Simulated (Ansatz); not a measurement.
One change: `[F][Ge]([Cl])([Cl])[I]` becomes `[F][Ge]([F])([Cl])[Cl]`.

Ansatz, PBE0-D4/def2-TZVP geometries, multiplicity 1. 

Elements past krypton have def2 core potentials. Scalar relativity is left out up to krypton.

| property | `[F][Ge]([Cl])([Cl])[I]` |
| --- | --- |
| HOMO energy (PBE0/def2-TZVPP) / eV | -8.55 |
| LUMO energy (ωB97M-V/def2-TZVPP) / eV | -0.57 |
| LUMO energy (PBE0/def2-TZVPP) / eV | -2.55 |
| HOMO–LUMO gap (B3LYP/def2-TZVPP) / eV | 5.44 |
| HOMO energy (B3LYP/def2-TZVPP) / eV | -8.28 |
| LUMO energy (PBE/def2-TZVPP) / eV | -3.42 |

(1) Give the same properties after the change, and the shifts. (An estimate is asked.)

Results:

(1) Ansatz gave: 
| property | `[F][Ge]([F])([Cl])[Cl]` | shift |
| --- | --- | --- |
| HOMO energy (PBE0/def2-TZVPP) / eV | -10.14 | -1.59 |
| LUMO energy (ωB97M-V/def2-TZVPP) / eV | 0.27 | 0.84 |
| LUMO energy (PBE0/def2-TZVPP) / eV | -1.89 | 0.66 |
| HOMO–LUMO gap (B3LYP/def2-TZVPP) / eV | 7.60 | 2.16 |
| HOMO energy (B3LYP/def2-TZVPP) / eV | -9.84 | -1.56 |
| LUMO energy (PBE/def2-TZVPP) / eV | -2.94 | 0.48 |

With PBE0 the HOMO falls by 1.59 eV and the LUMO rises by 0.66 eV, so the gap widens by about 2.25 eV. PBE moves the HOMO by -1.30 eV and ωB97M-V by -1.72 eV.

B3LYP here is the variant with VWN-RPA as its local correlation; programs differ in this.

Spin–orbit coupling is left out; it splits and shifts lone-pair levels of the heavy atoms by tenths of an eV.
